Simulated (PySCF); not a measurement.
# Ionising SrH

UHF-CCSD(T); Sr def2-SVPD with ECP28, H def2-SVPD; scalar-relativistic core potentials (PySCF 2.14). Neutral (UHF): doublet (σ ↑), Re = 2.160 Å, ωe = 1194 cm⁻¹, De = 1.66 eV.

SrH⁺ (RHF): singlet (closed shell), Re = 2.051 Å, ωe = 1394 cm⁻¹, De = 2.03 eV to Sr⁺ + H. The energies at the minima are -30.98965 hartree for SrH and -30.79917 for SrH⁺.

Q: Work out the adiabatic ionisation energy, without and with harmonic zero-point energies (1 hartree = 27.2114 eV, 1 eV = 8065.5 cm⁻¹), and the change of the bond length.

A: At CCSD(T): 0.19048 hartree = 5.183 eV between the minima; the zero-point term (1394.0 − 1194.0)/2 cm⁻¹ = +0.012 eV makes it 5.196 eV. Re changes by -10.9 pm against the neutral. The electron leaves a σ orbital, and the shorter bond of the ion fits an antibonding orbital, or a change in how ionic the bond is.

Correlated steps freeze no core orbitals. Correlated levels converge slowly with the basis: in double zeta they bind strong bonds too weakly, by up to about 1 eV, and carry superposition errors of some tenths. For an ion De counts to the pair picked by the measured ionisation energies or electron affinities, which need not be the lowest pair at this level. Where the molecule has an RHF reference, its open-shell atoms are computed with UHF. States were picked by a PBE0 search and need not be the measured ground states.

Neutral and ion stand on different kinds of reference determinant, which adds to the error of the difference.
